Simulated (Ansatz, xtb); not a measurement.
Breaking the Ge1–H3 bond in GeH5N (SMILES [NH2][GeH3]) (multiplicity 1 held, fragments rigid). Energies count from the point at 1.537 Å.
Geometry at that point (charge 0, multiplicity 1):
```xyz
7

Ge    -0.3602     0.0405     0.0299
N      1.4703    -0.1400    -0.2088
H     -1.0324    -0.9064    -0.9769
H     -0.7026     1.5079    -0.2731
H     -0.8590    -0.3067     1.4546
H      1.8070    -1.0853    -0.0769
H      2.0201     0.4746     0.3779
```

Restricted levels (R-, RO-) in cc, def2 and unpolarised 6-31G sets keep to the state of the molecule at rest. U- levels take the lowest unrestricted solution at each point, which mixes spins at long bonds. Active spaces are followed from a long bond inwards. Curves can end on different states.

Frozen-core correlation. Filled d and f shells under p-block atoms count as core.

Codes used: Ansatz (Gaussian orbitals); xtb for the GFN methods.  The GFN methods have no spin term and hold the electronic entropy of 300 K.

```
level                                energy at R = 4.918 Å (kJ/mol)
-----------------------------------  ------------------------------
GFN2-xTB                                                      400.4
U-HF/cc-pVDZ                                                  295.0
R-MP2/cc-pVDZ                                                   ___
U-MP2/cc-pVDZ                                                 350.7
U-SCS-MP2/cc-pVDZ                                             360.8
CASSCF(2,2)/cc-pVDZ                                             ___
SC-NEVPT2 on CASSCF(2,2)/cc-pVDZ                              351.0
FIC-MRCISD on CASSCF(2,2)/cc-pVDZ                             360.7
FIC-MRCISD+Q on CASSCF(2,2)/cc-pVDZ                           363.9
```

Q: What belongs in the gaps?

A: 
- R-MP2/cc-pVDZ, energy at R = 4.918 Å (kJ/mol): 488.7
- CASSCF(2,2)/cc-pVDZ, energy at R = 4.918 Å (kJ/mol): 334.7

Doubts at one or more of the structures used: a spin-contaminated determinant (U-HF/cc-pVDZ, U-MP2/cc-pVDZ, U-SCS-MP2/cc-pVDZ); a restricted determinant that unrestricted orbitals would lower (R-MP2/cc-pVDZ).

Ansatz is a program for electronic structure.
